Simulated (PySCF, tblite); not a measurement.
Compound: C₇H₁₃ (doublet state).
Numbering: `[CH2:1][CH2:2][CH:3]1[CH2:4][CH2:5][CH2:6][CH2:7]1` (hydrogens: H8, H9 on C1; H10, H11 on C2; H12 on C3; H13, H14 on C4; H15, H16 on C5; H17, H18 on C6; H19, H20 on C7)

Jobs on this species (20 atoms, 55 electrons) with PySCF (density fitting) and tblite. Hardware of each: one thread of an AMD EPYC 7B13, on a shared host. Other jobs ran on the host; a repeat could differ by tens of per cent or more.

```json
{"level and settings": "GFN2-xTB", "work": "Hessian by finite differences", "basis functions": "–", "SCF cycles": "–", "wall time": "0.72 s"}
{"level and settings": "GFN2-xTB", "work": "L-BFGS relaxation", "basis functions": "–", "SCF cycles": "–", "wall time": "0.91 s"}
{"level and settings": "UKS B3LYP, pcH-1 on C H, non-relativistic, mean-field spin-orbit, GIAO", "work": "unrestricted SCF, g, hyperfine, density and orbital grids written", "basis functions": "305", "SCF cycles": "?", "wall time": "?"}
```

Problem. Fill in the missing figures.

Solution. 
- UKS B3LYP, pcH-1 on C H, non-relativistic, mean-field spin-orbit, GIAO; unrestricted SCF, g, hyperfine, density and orbital grids written: 67 s, 12 SCF cycles

Problem. What do all jobs in the table cost together?

Solution. About 69 s; the longest takes about 98 % of that, and about 93 times as long as the shortest.
